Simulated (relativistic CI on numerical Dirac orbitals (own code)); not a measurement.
# Level scheme of Hf⁺

These numbers are calculated, not measured: Dirac-Coulomb-Breit CI, separate exchange-only KLI orbitals for each configuration, QED by a radiative potential, valence Slater integrals scaled by 0.85, P86 correlation energy added to each configuration (own radial code, finite nucleus).

CI space (outside the closed core [Xe] 4f14): 5d.6s2, 5d2.6s, 5d.6s.6p, 5d2.6p, 5d3, 6s2.6p, 5d.6s.6d, 5d2.6d, 5d.6s.6f, 6s2.5f, 5d.6s.6g, 6s2.7p, 5d2.5f, 6s2.5g, 5d.6s.7s, 5d2.7s, 5d2.6f, 5d2.5g, 6s2.8s, 6s2.7s, 5d.6s.7p, 6s2.7d, 6s2.8p, 6s2.6d, 5d.6s.5f, 6s2.9s, 5d.6s.8s, 5d.6p.6d, 5d2.6g, 6s.5g.6p, 5d.6p2, 6p3, 5f.6p2, 6s.6p2, 6p2.6d, 6p2.6f, 5d.6d2, 6p.6d2, 5f.6d2, 5d.5f2, 5f2.6p, 5f3, 5d.6f2, 6p.6f2, 5f.6f2, 6s.7s2, 6p.7s2, 6d.7s2, 6f.7s2. Double excitations out of closed p, d and f shells are left out; levels of such configurations are missing from the list, as are those of other unlisted configurations, and high levels can miss mixing partners. These lack a partner that the ground configuration has and come out too high: 6s2.7p, 6s2.5g, 6s2.8s, 6s2.7s, 6s2.7d.

The lowest level is 5d.6s2 2D_3/2, with 75 % of that term; Hund's rules for 5d.6s2 give 2D with J = 3/2, in agreement.

| No. | Configuration | Term | J | E (cm⁻¹) | % | Next component (%) | Lifetime (s) |
| --- | --- | --- | --- | --- | --- | --- | --- |
| 1 | 5d.6s2 | 2D | 3/2 | 0.0 | 75 | 14 5d2.6s 2D |  |
| 2 | 5d.6s2 | 2D | 5/2 | 2466.4 | 58 | 20 5d2.6s 2D | 5.73e+00 |
| 3 | 5d2(3F).6s | 4F | 3/2 | 2908.2 | 94 | 5 5d.6s2 2D |  |
| 4 | 5d2(3F).6s | 4F | 5/2 | 3892.3 | 83 | 14 5d.6s2 2D | 2.53e+01 |
| 5 | 5d2(3F).6s | 4F | 7/2 | 4963.3 | 98 | 1 2F |  |
| 6 | 5d2(3F).6s | 4F | 9/2 | 6576.5 | 98 | 1 2G | 9.00e+00 |
| 7 | 5d2(3P).6s | 4P | 1/2 | 10937.5 | 96 | 1 2S | 1.53e+01 |
| 8 | 5d2(3F).6s | 2F | 5/2 | 11364.9 | 71 | 10 4P |  |
| 9 | 5d2(3P).6s | 4P | 3/2 | 11637.5 | 96 | 2 2D |  |
| 10 | 5d2(3P).6s | 4P | 5/2 | 12243.9 | 75 | 16 2F |  |
| 11 | 5d2(3P).6s | 2P | 3/2 | 13192.8 | 34 | 29 2D |  |
| 12 | 5d2(3P).6s | 2P | 1/2 | 13462.0 | 61 | 35 5d3 2P |  |
| 13 | 5d2(3F).6s | 2F | 7/2 | 13902.0 | 80 | 10 2G |  |
| 14 | 5d2(1D).6s | 2D | 3/2 | 15780.9 | 30 | 24 2P |  |
| 15 | 5d2(1D).6s | 2D | 5/2 | 15955.7 | 54 | 14 5d.6s2 2D | 7.18e-01 |
| 16 | 5d2(1G).6s | 2G | 9/2 | 16323.2 | 82 | 15 5d3 2G | 1.51e+00 |
| 17 | 5d2(1G).6s | 2G | 7/2 | 16458.6 | 69 | 17 5d3 2G |  |
| 18 | 5d3 | 4F | 3/2 | 16694.0 | 80 | 14 5d2.6s 2D |  |
| 19 | 5d3 | 4F | 5/2 | 17456.5 | 94 | 4 5d2.6s 2D |  |
| 20 | 5d3 | 4F | 7/2 | 18548.5 | 96 | 3 5d2.6s 2G |  |
| 21 | 5d3 | 4F | 9/2 | 19813.3 | 95 | 3 5d2.6s 2G |  |
| 22 | 5d3 | 4P | 1/2 | 24331.1 | 97 | 1 5d.6p2 4P |  |
| 23 | 5d3 | 4P | 3/2 | 24684.5 | 94 | 3 5d2.6s 2P |  |
| 24 | 5d.6s.6p | 4F° | 3/2 | 24998.5 | 76 | 15 2D° | 5.19e-08 |
| 25 | 5d3 | 4P | 5/2 | 25507.3 | 96 | 2 2D |  |
| 26 | 5d.6s.6p | 4F° | 5/2 | 26378.6 | 54 | 23 2D° | 3.48e-08 |
| 27 | 5d3 | 2H | 9/2 | 26613.6 | 55 | 36 2G |  |
| 28 | 6s2.6p | 2P° | 1/2 | 26632.5 | 36 | 32 5d.6s.6p 4D° | 4.88e-08 |
| 29 | 5d3 | 2G | 7/2 | 26827.4 | 80 | 16 5d2.6s 2G |  |
| 30 | 5d3 | 2D | 3/2 | 28748.6 | 79 | 8 5d2.6s 2D |  |
| 31 | 5d3 | 2H | 11/2 | 28902.7 | 100 |  |  |
| 32 | 5d.6s.6p | 4D° | 3/2 | 28971.1 | 65 | 8 2P° | 2.29e-08 |
| 33 | 5d3 | 2G | 9/2 | 29347.6 | 47 | 45 2H |  |
| 34 | 5d2(1S).6s | 2S | 1/2 | 29742.2 | 89 | 3 5d3 2P |  |
| 35 | 5d.6s.6p | 4F° | 5/2 | 29823.1 | 34 | 29 2D° | 2.45e-08 |
| 36 | 5d.6s.6p | 4F° | 7/2 | 30112.7 | 83 | 9 4D° | 4.26e-08 |
| 37 | 5d3 | 2D | 5/2 | 30402.2 | 86 | 8 5d2.6s 2D |  |
| 38 | 5d.6s.6p | 4D° | 1/2 | 30471.6 | 60 | 26 6s2.6p 2P° | 2.26e-08 |
| 39 | 5d.6s.6p | 2D° | 3/2 | 30567.0 | 58 | 16 4F° | 3.03e-08 |
| 40 | 5d.6s.6p | 4D° | 5/2 | 31075.1 | 68 | 9 4P° | 1.92e-08 |
| 41 | 5d2(3F).6p | 4G° | 5/2 | 32026.1 | 32 | 26 2F° | 6.22e-09 |
| 42 | 6s2.6p | 2P° | 3/2 | 33370.5 | 30 | 23 5d.6s.6p 4D° | 2.33e-08 |
| 43 | 5d.6s.6p | 4D° | 7/2 | 33410.1 | 78 | 9 4F° | 2.05e-08 |
| 44 | 5d3 | 2P | 1/2 | 33797.9 | 58 | 32 5d2.6s 2P |  |
| 45 | 5d.6s.6p | 4F° | 9/2 | 33958.2 | 95 | 4 5d2.6p 4F° | 5.76e-08 |

Energies count from the lowest computed level; ° marks odd parity; lifetimes are radiative, by E1, M1, E2 decay to levels of this space only; some are left blank where a channel outside the calculation adds to the decay or the decay crosses a small, uncertain gap. Percentages are summed over parent terms; the parents shown are those of the largest component, closed shells are left out there.

The mean weight of the leading LS term, summed over parents, in these 45 levels is 73 %, and that of the leading jj configuration (from the same eigenvectors) 59 %, so LS coupling describes them better.

Correlation outside the listed configurations is missing or only estimated: errors of thousands of cm⁻¹ between configurations and terms are usual at this charge. Rates and lifetimes follow the computed energies and can be off by large factors. The fine structure of a lone outer electron comes out too small, for d and f at times inverted, and misplaced configurations move strength between like terms. 12 of the 18 excited levels that our extract of the measured tables holds in this range could be paired (the sources list more); they are missed by 2418 cm⁻¹ on average and 4387 at most, and levels without a partner can miss by more.

LS names give the leading component of a level, which can be under half, so a name can repeat, a term be missing and a line seem to break the LS rules.
